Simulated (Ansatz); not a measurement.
`C[SiH2][SiH2][SeH]` and `C[SiH2][SiH2]O` differ in one element.

Ansatz, PBE0-D4/def2-TZVP geometries, multiplicity 1. Each molecule was computed in one conformer, which needn't be the lowest.

Scalar relativity is left out up to krypton.

```csv
property,`C[SiH2][SiH2][SeH]`
HOMO energy (PBE/def2-TZVPP) / eV,-5.77
LUMO energy (B3LYP/def2-TZVPP) / eV,-0.58
size of the dipole moment (ωB97M-V/def2-TZVPP) / D,1.26
HOMO energy (B3LYP/def2-TZVPP) / eV,-6.65
LUMO energy (PBE/def2-TZVPP) / eV,-1.22
HOMO–LUMO gap (B3LYP/def2-TZVPP) / eV,6.08
```

**Question.** Give the same properties after the change, and the shifts. (Best estimate.)

**Answer.** The calculation gave: 
```json
{"property": "HOMO energy (PBE/def2-TZVPP) / eV", "`C[SiH2][SiH2]O`": "-6.34", "shift": "-0.57"}
{"property": "LUMO energy (B3LYP/def2-TZVPP) / eV", "`C[SiH2][SiH2]O`": "-0.54", "shift": "0.04"}
{"property": "size of the dipole moment (ωB97M-V/def2-TZVPP) / D", "`C[SiH2][SiH2]O`": "1.23", "shift": "-0.03"}
{"property": "HOMO energy (B3LYP/def2-TZVPP) / eV", "`C[SiH2][SiH2]O`": "-7.37", "shift": "-0.72"}
{"property": "LUMO energy (PBE/def2-TZVPP) / eV", "`C[SiH2][SiH2]O`": "-1.17", "shift": "0.05"}
{"property": "HOMO–LUMO gap (B3LYP/def2-TZVPP) / eV", "`C[SiH2][SiH2]O`": "6.83", "shift": "0.75"}
```

With PBE0 the HOMO falls by 0.67 eV and the LUMO rises by 0.08 eV, so the gap widens by about 0.75 eV. PBE moves the HOMO by -0.57 eV and ωB97M-V by -0.64 eV. Dipoles are sizes alone; their direction can turn.

B3LYP here is the variant with VWN-RPA as its local correlation; programs differ in this.

Spin–orbit coupling is left out; it splits and shifts lone-pair levels of the heavy atoms by tenths of an eV.
